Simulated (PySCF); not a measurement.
Computed IR spectrum (relative IR intensity) of a molecule C2H6F2Si. Geometry optimised at B3LYP-D3(BJ)/def2-SVP. The values are those of a single conformer. All values below come from PySCF with B3LYP-D3(BJ)/def2-SVP. Frequencies are harmonic and unscaled.

Lines under 2 % of the strongest are left out, and lines within 2 cm⁻¹ are merged.

ν (cm⁻¹): 312 (m), 318 (w), 824 (vs), 916 (vs), 959 (vs), 1284 (m), 1434 (w), 3128 (vw), 3132 (vw) (against the strongest line: vs over 80 %, s over 45 %, m over 15 %, w over 4 %, vw less)

**Question.** Which molecule gave these data?
(A) CC[SiH](F)F
(B) FC(F)C[SiH3]
(C) FC[SiH2]CF
(D) C[Si](C)(F)F

**Answer.** D, C[Si](C)(F)F
